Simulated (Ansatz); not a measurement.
ZrTe2. Charge 0, multiplicity 1. Geometry PBE-D4/def2-TZVP.

| atom | x (Å) | y (Å) | z (Å) |
| --- | --- | --- | --- |
| Zr1 | 1.4741 | 0.3330 | 0.4071 |
| Te2 | -0.9298 | -0.7899 | 1.0006 |
| Te3 | -0.5443 | 0.4569 | -1.4077 |

In the def2 sets Te, Zr take a core potential; there is no spin–orbit coupling. The restricted singlet is unstable towards broken spin symmetry in Hartree–Fock (as tested in another run); at LDA (SPW92)/def2-TZVP, PBE-D4/def2-TZVP, r2SCAN-D4/def2-TZVP, PBE0-D4/def2-TZVP and others this wasn't settled. No other spin state of charge 0 was run. Another isomer (singlet) lies 1.52 eV lower at PBE0-D4/def2-TZVP; other spin states weren't run for this one.

Problem. Estimate the orbital energies around the gap (eV) in Ansatz with LDA (SPW92)/def2-TZVP, PBE-D4/def2-TZVP, r2SCAN-D4/def2-TZVP, PBE0-D4/def2-TZVP, r2SCAN0-D4/def2-TZVP.

Solution. 
```json
{"orbital": "HOMO−9", "LDA (SPW92)/def2-TZVP": "-32.58", "PBE-D4/def2-TZVP": "-32.63", "r2SCAN-D4/def2-TZVP": "-33.89", "PBE0-D4/def2-TZVP": "-35.37", "r2SCAN0-D4/def2-TZVP": "-36.17"}
{"orbital": "HOMO−8", "LDA (SPW92)/def2-TZVP": "-32.58", "PBE-D4/def2-TZVP": "-32.60", "r2SCAN-D4/def2-TZVP": "-33.69", "PBE0-D4/def2-TZVP": "-35.28", "r2SCAN0-D4/def2-TZVP": "-35.96"}
{"orbital": "HOMO−7", "LDA (SPW92)/def2-TZVP": "-16.59", "PBE-D4/def2-TZVP": "-16.30", "r2SCAN-D4/def2-TZVP": "-16.87", "PBE0-D4/def2-TZVP": "-17.97", "r2SCAN0-D4/def2-TZVP": "-18.38"}
{"orbital": "HOMO−6", "LDA (SPW92)/def2-TZVP": "-14.41", "PBE-D4/def2-TZVP": "-14.10", "r2SCAN-D4/def2-TZVP": "-14.53", "PBE0-D4/def2-TZVP": "-15.50", "r2SCAN0-D4/def2-TZVP": "-15.82"}
{"orbital": "HOMO−5", "LDA (SPW92)/def2-TZVP": "-8.14", "PBE-D4/def2-TZVP": "-7.94", "r2SCAN-D4/def2-TZVP": "-8.21", "PBE0-D4/def2-TZVP": "-8.74", "r2SCAN0-D4/def2-TZVP": "-8.93"}
{"orbital": "HOMO−4", "LDA (SPW92)/def2-TZVP": "-7.39", "PBE-D4/def2-TZVP": "-7.20", "r2SCAN-D4/def2-TZVP": "-7.48", "PBE0-D4/def2-TZVP": "-8.09", "r2SCAN0-D4/def2-TZVP": "-8.27"}
{"orbital": "HOMO−3", "LDA (SPW92)/def2-TZVP": "-6.93", "PBE-D4/def2-TZVP": "-6.73", "r2SCAN-D4/def2-TZVP": "-6.95", "PBE0-D4/def2-TZVP": "-7.61", "r2SCAN0-D4/def2-TZVP": "-7.77"}
{"orbital": "HOMO−2", "LDA (SPW92)/def2-TZVP": "-6.35", "PBE-D4/def2-TZVP": "-6.17", "r2SCAN-D4/def2-TZVP": "-6.42", "PBE0-D4/def2-TZVP": "-7.02", "r2SCAN0-D4/def2-TZVP": "-7.18"}
{"orbital": "HOMO−1", "LDA (SPW92)/def2-TZVP": "-5.26", "PBE-D4/def2-TZVP": "-5.07", "r2SCAN-D4/def2-TZVP": "-5.22", "PBE0-D4/def2-TZVP": "-5.75", "r2SCAN0-D4/def2-TZVP": "-5.86"}
{"orbital": "HOMO", "LDA (SPW92)/def2-TZVP": "-3.93", "PBE-D4/def2-TZVP": "-3.76", "r2SCAN-D4/def2-TZVP": "-3.89", "PBE0-D4/def2-TZVP": "-4.63", "r2SCAN0-D4/def2-TZVP": "-4.73"}
{"orbital": "LUMO", "LDA (SPW92)/def2-TZVP": "-3.72", "PBE-D4/def2-TZVP": "-3.48", "r2SCAN-D4/def2-TZVP": "-3.43", "PBE0-D4/def2-TZVP": "-2.75", "r2SCAN0-D4/def2-TZVP": "-2.74"}
{"orbital": "LUMO+1", "LDA (SPW92)/def2-TZVP": "-3.69", "PBE-D4/def2-TZVP": "-3.47", "r2SCAN-D4/def2-TZVP": "-3.30", "PBE0-D4/def2-TZVP": "-2.55", "r2SCAN0-D4/def2-TZVP": "-2.45"}
{"orbital": "LUMO+2", "LDA (SPW92)/def2-TZVP": "-3.43", "PBE-D4/def2-TZVP": "-3.15", "r2SCAN-D4/def2-TZVP": "-3.07", "PBE0-D4/def2-TZVP": "-2.31", "r2SCAN0-D4/def2-TZVP": "-2.26"}
{"orbital": "LUMO+3", "LDA (SPW92)/def2-TZVP": "-3.30", "PBE-D4/def2-TZVP": "-3.12", "r2SCAN-D4/def2-TZVP": "-2.90", "PBE0-D4/def2-TZVP": "-2.29", "r2SCAN0-D4/def2-TZVP": "-2.25"}
{"orbital": "LUMO+4", "LDA (SPW92)/def2-TZVP": "-3.13", "PBE-D4/def2-TZVP": "-2.92", "r2SCAN-D4/def2-TZVP": "-2.78", "PBE0-D4/def2-TZVP": "-2.23", "r2SCAN0-D4/def2-TZVP": "-2.08"}
{"orbital": "LUMO+5", "LDA (SPW92)/def2-TZVP": "-2.23", "PBE-D4/def2-TZVP": "-2.02", "r2SCAN-D4/def2-TZVP": "-1.85", "PBE0-D4/def2-TZVP": "-1.23", "r2SCAN0-D4/def2-TZVP": "-1.13"}
```
